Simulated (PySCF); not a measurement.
All of these have the formula C6H11B. Computed with TDDFT wB97X-D/def2-SVPD, vertical, gas phase, core orbitals frozen in the response in PySCF. Geometries: PBE0-D3(BJ)/def2-SVP; one conformer of each isolated species. Triplets are in the Tamm–Dancoff approximation.

A. `B/C(=C/C)C(=C)C`
B. `CC=C=CB(C)C`
C. `C=C[C@@H]1BCCC1`
D. `C=CCBC1CC1`

Lowest singlet levels (six at most, fewer where fewer were computed) with oscillator strengths:

1. 218 nm (f 0.007); 194 nm (f 0.002); 180 nm (f 0.059); 176 nm (f 0.295); 173 nm (f 0.080); 169 nm (f 0.285); T1 4.44 eV
2. 272 nm (f 0.000); 202 nm (f 0.309); 201 nm (f 0.089); 186 nm (f 0.002); 183 nm (f 0.002); 176 nm (f 0.010); T1 4.15 eV
3. 235 nm (f 0.011); 197 nm (f 0.002); 176 nm (f 0.072); 173 nm (f 0.368); 171 nm (f 0.041); 164 nm (f 0.023); T1 4.34 eV
4. 267 nm (f 0.040); 222 nm (f 0.142); 216 nm (f 0.078); 207 nm (f 0.052); 190 nm (f 0.230); 177 nm (f 0.018); T1 3.39 eV

**Question.** Match each spectrum to its molecule.

**Answer.** 1 = D, 2 = B, 3 = C, 4 = A.
- A: S1 at 4.64 eV, HOMO→LUMO (92%); Löwdin shares by element: HOMO carbon 76% or more (atoms not listed hold the other 24%); LUMO carbon 40% or more, boron 35%, hydrogen 6% or more (atoms not listed hold the other 19%); HOMO -8.75 and LUMO 0.03 eV.
- B: S1 at 4.57 eV, HOMO→LUMO (96%); Löwdin shares by element: HOMO carbon 79% or more (atoms not listed hold the other 21%); LUMO carbon 47% or more, boron 25% (atoms not listed hold the other 28%); HOMO -8.93 and LUMO 0.66 eV.
- C: S1 at 5.28 eV, HOMO→LUMO (87%); Löwdin shares by element: HOMO carbon 72% or more, boron 8% (atoms not listed hold the other 19%); LUMO boron 43%, carbon 24% or more, hydrogen 9% or more (atoms not listed hold the other 24%); HOMO -8.83 and LUMO 1.04 eV.
- D: S1 at 5.70 eV, HOMO→LUMO (84%); Löwdin shares by element: HOMO carbon 77% or more, boron 7% (atoms not listed hold the other 16%); LUMO boron 41%, carbon 22% or more, hydrogen 8% or more (atoms not listed hold the other 29%); HOMO -8.95 and LUMO 1.14 eV.
A and B have S1 within 0.08 eV of each other; their strongest listed levels stand at 6.53 eV (f 0.230) and 6.13 eV (f 0.309).
